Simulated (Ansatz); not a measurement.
Geometry optimisation, UKS PBE-D4/STO-3G (Ansatz 0.2.0).

Input file:

```yaml
crystal:
  periodic: [false, false, false]
  atoms:
    - { symbol: C, position_ang: [-0.9994, 0.6601, 1.4268] }
    - { symbol: C, position_ang: [-0.397, 0.2517, 0.5079] }
    - { symbol: Al, position_ang: [0.6278, -0.4693, -0.9643] }
    - { symbol: F, position_ang: [0.6998, -2.2277, -1.297] }
    - { symbol: F, position_ang: [1.7336, 0.6048, -1.9292] }
    - { symbol: H, position_ang: [-1.6227, 1.1164, 2.2094] }
magnetization:
  spin_polarized: true
basis:
  gaussian: { orbitals: STO-3G }
hamiltonian:
  xc: pbe
  dispersion: d4
relax:
  f_tol: 0.02
  max_steps: 40
output:
  orbitals: {}
```

Run as:

```bash
$ ansatz run input.yaml --threads 1 --pin off --max-ram 2048MiB --backend cpu --events-out ev --progress --plain --runs-dir out
```

Question: Where does it end, and by what steps?

Answer: The run converged. Limits of this set-up: minimal basis. After 6 steps the energy has fallen by 0.996 eV; F5 moved furthest, 0.16 Å.

| step | energy less start (eV) | largest force component (eV/Å) | accepted |
| --- | --- | --- | --- |
| 0 | 0.0000 | 6.018 | yes |
| 1 | -0.6732 | 2.433 | yes |
| 2 | -0.7563 | 3.179 | yes |
| 3 | -0.9822 | 0.636 | yes |
| 4 | -0.9837 | 0.589 | yes |
| 5 | -0.9960 | 0.021 | yes |
| 6 | -0.9960 | 0.002 | yes |

```xyz
6
Properties=species:S:1:pos:R:3
C -1.011 0.677 1.377
C -0.339 0.223 0.462
Al 0.689 -0.471 -0.935
F 0.682 -2.073 -1.281
F 1.631 0.499 -1.861
H -1.609 1.081 2.190
```

Whether the end is a true minimum wasn't checked by a vibrational analysis.

Run time: 15 s on 1 thread of Arm Neoverse V1, with other jobs on the host, peak memory 0.13 GiB.
